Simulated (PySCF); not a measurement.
**Bond curve of SbSe**

Set-up: PySCF, scalar-relativistic core potentials, basis sets Sb cc-pVDZ-PP with ECP28, Se cc-pVDZ-PP with ECP10. Energies in eV from Sb + Se in their ground configurations at the same level. All curves are PBE0. state 1: ²Π (doublet), unpaired electrons π ↑; state 2: ⁴Π (quartet), unpaired electrons π ↑↑↑, a second solution, started from another occupation; state 3: Ms = 0.5 determinant of mixed spin (⟨S²⟩ near 1.8), unpaired electrons π ↑↑↓, a mixture of terms (⟨Lz²⟩ = 3.0), a second solution, started from another occupation; state 4: sextet, unpaired electrons σ ↑, π ↑↑↑↑, a second solution, started from another occupation.

| R (Å) | state 1 | state 2 | state 3 | state 4 |
| --- | --- | --- | --- | --- |
| 2.023 | -1.298 | 1.908 | 2.261 | 9.5613 |
| 2.117 | -2.253 | 0.443 | 0.796 | 7.3596 |
| 2.211 | -2.767 | -0.539 | -0.185 | 5.6508 |
| 2.281 | -2.943 | -1.038 | -0.685 | 4.6256 |
| 2.352 | -2.988 | -1.384 | -1.031 | 3.7761 |
| 2.423 | -2.934 | -1.609 | -1.257 | 3.0737 |
| 2.517 | -2.764 | -1.766 | -1.414 | 2.3246 |
| 2.634 | -2.484 | -1.798 | -1.448 | 1.6219 |
| 2.775 | -2.119 | -1.680 | -1.332 | 1.0326 |
| 2.963 | -1.644 | -1.379 | -1.034 | 0.5408 |

**Question.** Put a parabola through the three lowest points of the state 1 curve and estimate Re, k and ωe (reduced mass 48.11 u; 1 eV/Å² = 0.16022 mdyn/Å; ωe = 1302.8·√(k/μ) cm⁻¹).

**Answer.** Through R = 2.281, 2.352, 2.423 Å the second-order coefficient is 9.82 eV/Å², so Re ≈ 2.349 Å, k ≈ 3.15 mdyn/Å and ωe ≈ 333 cm⁻¹. A polynomial fit of higher order to the unrounded PBE0 energies gives Re = 2.345 Å, k = 3.23 mdyn/Å, ωe = 338 cm⁻¹; anharmonicity and rounding make the difference.

The higher-order fit for each curve: state 1: Re = 2.345 Å, ωe = 338 cm⁻¹, De = 2.99 eV; state 2: Re = 2.599 Å, ωe = 236 cm⁻¹, minimum 1.80 eV below the ground-state fragments; state 3: Re = 2.601 Å, ωe = 236 cm⁻¹, minimum 1.45 eV below the ground-state fragments. State 4 gave no clean fit.

⟨S²⟩ of the unrestricted solution departs from its pure value on part of the curve, where spin states mix. These are scalar-relativistic numbers at best; spin–orbit coupling would shift them, the dissociation energy most. The state is the lowest determinant that a PBE0 search found; another state may lie lower at other levels.
